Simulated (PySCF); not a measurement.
C3H7O, doublet, at a GFN2-xTB geometry, with bond 8-5 at 1.6 times its length. Base run: CAMB3LYP/STO-3G in PySCF.

The PySCF input:
```python
from pyscf import gto, scf, dft

mol = gto.Mole()
mol.atom = '''
    O    -0.05892672    1.35633054   -0.11322781
    C    -0.02863471    0.02565496    0.35439911
    H     0.82063304    1.73921461   -0.02733603
    H     0.14012484    0.02515463    1.45324908
    C    -1.32028118   -0.61414156    0.06029069
    C     1.14796001   -0.75883329   -0.27258888
    H     1.05098018   -0.75215105   -1.35533659
    H    -2.46766214    0.20709751   -0.90820414
    H     2.09748678   -0.30189391    0.00291482
    H    -1.53264840   -1.58991250    0.44633478
    H     1.13796680   -1.78626957    0.07840942
'''
mol.basis = 'sto-3g'
mol.spin = 1
mol.verbose = 4
mol.build()

mf = dft.UKS(mol)
mf.xc = 'camb3lyp'
mf.kernel()
```

Variants of this job, named by their change:

```
change                                       ΔE vs base (µEh)  SCF cycles  <S^2>
-------------------------------------------  ----------------  ----------  -----
base                                                      0.0          13  0.806
conv_tol_grad = 1e-3                                      0.0          13  0.806
init_guess = mod_huckel                                   0.0          15  0.806
diis_space = 12                                           0.0          13  0.806
diis_space = 4                                            0.0          17  0.806
diis_space = 2                                            0.0          37  0.806
init_guess = sap                                          0.0          14  0.806
conv_tol = 1e-6                                           0.0          10  0.806
level_shift = 0.3 (with mf.max_cycle = 100)               0.0          16  0.806
solver = newton; init_guess = 1e                          0.0           -  0.806
conv_tol = 1e-4                                           0.7           8  0.804
level_shift = 0.5 (with mf.max_cycle = 100)               0.0          20  0.806
conv_tol_grad = 1e-7                                      0.0          17  0.806
```

Open shells are given as the SCF converged; they aren't shown to be the lowest states, and a large step between rows can be another state.
